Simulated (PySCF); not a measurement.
Identify the unknown among the candidates.

All candidates are C5H11NSi.

* Triplet: lowest triplet excitation (Tamm–Dancoff): 4.62 eV [TDA wB97X-D/def2-SVPD]
* 13C NMR: chemical shifts (computed TMS as zero) by class: 221.1 (1 C), 94.0 (1 C), 78.0 (1 C), 32.2 (1 C), 16.6 (1 C) ppm [GIAO PBE0/pcSseg-1]
* Rotational structure: rotational constants A, B, C: 3.171, 1.210, 0.927 GHz [GFN2-xTB]
* UV, strongest line: among the 8 lowest singlet transitions: S7 at 7.13 eV (174 nm, f = 0.144) [TDDFT wB97X-D/def2-SVPD]
* 1H NMR: chemical shifts (computed TMS as zero) by class: 5.38 (1 H), 4.90 (2 H), 4.76 (2 H), 2.80 (3 H), 1.56 (2 H), -0.42 (1 H) ppm [GIAO PBE0/pcSseg-1]
* UV, first state: lowest singlet excitation: 5.62 eV (221 nm, f = 0.003) [TDDFT wB97X-D/def2-SVPD]
* NMR, other nuclei: isotropic shieldings of nuclei other than C and H, by class: 256 (1 N), 386 (1 Si) ppm [GIAO PBE0/pcSseg-1]
* Dipole: 0.75 D [wB97X-D/def2-SVPD]

Gas-phase values; electronic properties from PySCF, density fitting. Levels stand in brackets. Geometry: GFN2-xTB, one conformer, isolated molecule. NMR classes are plain means over equivalent atoms (diastereotopic ones count apart unless rotation or inversion swaps them), as if these changed places fast.

Question: Which candidate is it?
A. `C=C=CC[SiH2]NC`
B. `CC(C)([SiH3])CC#N`
C. `C=N[SiH2]CC(=C)C`
D. `CC(C)[SiH2]CC#N`
E. `C1C[C@@H](N2CC2)[SiH2]1`

Answer: A. It is `C=C=CC[SiH2]NC`. Numbering: `[CH2:1]=[C:2]=[CH:3][CH2:4][SiH2:5][NH:6][CH3:7]`. Its formula, C5H11NSi, gives 2 degrees of unsaturation: 0 rings and 2 π bonds in the structure found. 5 carbons fall into 5 classes; from least to most shielded: central carbon of cumulated double bonds [C2] (221.1 ppm), outer carbon of cumulated double bonds [C3] (94.0 ppm), outer carbon of cumulated double bonds [C1] (78.0 ppm), N-methyl carbon [C7] (32.2 ppm), sp3 carbon bound to silicon [C4] (16.6 ppm). Hydrogen classes from least to most shielded: 1 H on an outer carbon of cumulated double bonds, C3 (5.38 ppm), 2 H on an outer carbon of cumulated double bonds, C1 (4.90 ppm), 2 H on an SiH2 silicon, Si5 (4.76 ppm), 3 H on an N-methyl carbon, C7 (2.80 ppm), 2 H on an sp3 carbon bound to silicon, C4 (1.56 ppm), 1 H on a silicon-bound nitrogen, N6 (-0.42 ppm). The other shieldings belong to: 256 ppm, silicon-bound nitrogen [N6]; 386 ppm, SiH2 silicon [Si5]. The optimised geometry has point group C1 and is an asymmetric top.

The others, at the same levels:
- `C=N[SiH2]CC(=C)C` fails: its computed 13C shifts are 171.0 (1 C), 149.5 (1 C), 116.0 (1 C), 30.4 (1 C), 27.1 (1 C) ppm, 1H shifts are 8.76 (1 H), 8.64 (1 H), 5.06 (2 H), 5.02 (1 H), 4.93 (1 H), 2.15 (2 H), 1.97 (3 H) ppm and rotational constant A is 5.539 GHz (against 3.171 GHz).
- `CC(C)[SiH2]CC#N` fails: it has 4 carbon classes against 5; its computed 13C shifts are 122.3 (1 C), 20.2 (2 C), 14.5 (1 C), -3.5 (1 C) ppm, 1H shifts are 4.07 (2 H), 1.63 (2 H), 1.62 (1 H), 1.19 (6 H) ppm and lowest singlet excitation is 7.56 eV (164 nm, f = 0.001) (against 5.62 eV).
- `C1C[C@@H](N2CC2)[SiH2]1` fails: it has 4 carbon classes against 5; its computed 13C shifts are 62.4 (1 C), 32.2 (1 C), 25.7 (2 C), 1.6 (1 C) ppm, 1H shifts are 4.66 (1 H), 4.26 (1 H), 4.18 (1 H), 2.88 (1 H), 2.26 (1 H), 1.31 (2 H), 1.13 (1 H), 1.01 (1 H), 0.97 (2 H) ppm and rotational constant A is 4.087 GHz (against 3.171 GHz).
- `CC(C)([SiH3])CC#N` fails: it has 4 carbon classes against 5; its computed 13C shifts are 123.8 (1 C), 30.6 (1 C), 28.5 (2 C), 22.7 (1 C) ppm, 1H shifts are 3.91 (3 H), 2.15 (2 H), 1.23 (6 H) ppm and rotational constant A is 2.759 GHz (against 3.171 GHz).

Each candidate is one conformer, not necessarily the lowest. Dipoles, sizes and rotational constants follow the conformer. The torsions of the flexible species, by atom-mapped SMILES:
- `[CH2:1]=[C:2]=[CH:3][CH2:4][SiH2:5][NH:6][CH3:7]`: C2–C3–C4–Si5 107°, C3–C4–Si5–N6 -49°, C4–Si5–N6–C7 -176°
- `[CH2:1]=[N:2][SiH2:3][CH2:4][C:5](=[CH2:6])[CH3:7]`: C1–N2–Si3–C4 119°, N2–Si3–C4–C5 172°, Si3–C4–C5–C6 102°
- `[CH3:1][CH:2]([CH3:3])[SiH2:4][CH2:5][C:6]#[N:7]`: C1–C2–Si4–C5 53°, C2–Si4–C5–C6 48°
- `[CH2:1]1[CH2:2][C@@H:3]([N:4]2[CH2:5][CH2:6]2)[SiH2:7]1`: C2–C3–N4–C5 148°
- `[CH3:1][C:2]([CH3:3])([SiH3:4])[CH2:5][C:6]#[N:7]`: C1–C2–C5–C6 -178°
